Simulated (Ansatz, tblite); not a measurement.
Cost and result up the ladder for GeCl₃⁻ (the lowest singlet isomer of a short search) (4 atoms). Charge -1, multiplicity 1. Geometry: PBE0-D4/def2-SVPD.

Cartesian coordinates in Å:
```
Ge -0.381 -0.069 0.772
Cl -1.432 1.120 -0.928
Cl 0.102 -1.988 -0.448
Cl 1.710 0.936 0.604
```

Ansatz on 4 threads of Arm Neoverse V2 on a shared host; xTB runs through tblite on one thread. Times are rough, summed over both states, and most runs start from the orbitals of an earlier one. B2PLYP/def2-TZVPD serves as the yardstick here, not as an exact answer. The other state is a triplet at its own geometry.

The xTB rows come from tblite. LC-ωPBE has ω = 0.4 bohr⁻¹. B3LYP takes the VWN-RPA correlation. Correlated methods freeze 24 core orbitals; core or outer-core shells of Ge are correlated, in sets that lack core-valence functions. The structure comes from a short search, and lower isomers may exist.

Correlated methods converge slowly with the basis.

xTB has no spin-polarisation term.

```
                          level  functions  wall time  triplet − singlet (eV)  difference from B2PLYP/def2-TZVPD (eV)                    remarks
                       GFN2-xTB         36    0.006 s                    4.07                                    1.53                          –
                       GFN1-xTB         36    0.007 s                    3.06                                    0.51                          –
PBE-D4/def2-TZVPD (with forces)        192      4.5 s                    2.42                                   -0.13  HOMO above zero (triplet)
                 MP2/def2-TZVPD        192        5 s                    2.64                                    0.09                          –
             LC-ωPBE/def2-TZVPD        192      5.3 s                    2.43                                   -0.11                          –
             PBE0-D4/def2-TZVPD        192        7 s                    2.43                                   -0.12                          –
             RPA@PBE/def2-TZVPD        192      7.4 s                    2.52                                   -0.03                          –
            BHLYP-D4/def2-TZVPD        192      7.8 s                    2.53                                   -0.02                          –
            B3LYP-D4/def2-TZVPD        192      8.2 s                    2.53                                   -0.02                          –
           r2SCAN-D4/def2-TZVPD        192      9.9 s                    2.33                                   -0.21  HOMO above zero (triplet)
              B2PLYP/def2-TZVPD        192       10 s                    2.55                                    0.00                          –
             ωB97M-V/def2-TZVPD        192       19 s                    2.68                                    0.13                          –
```
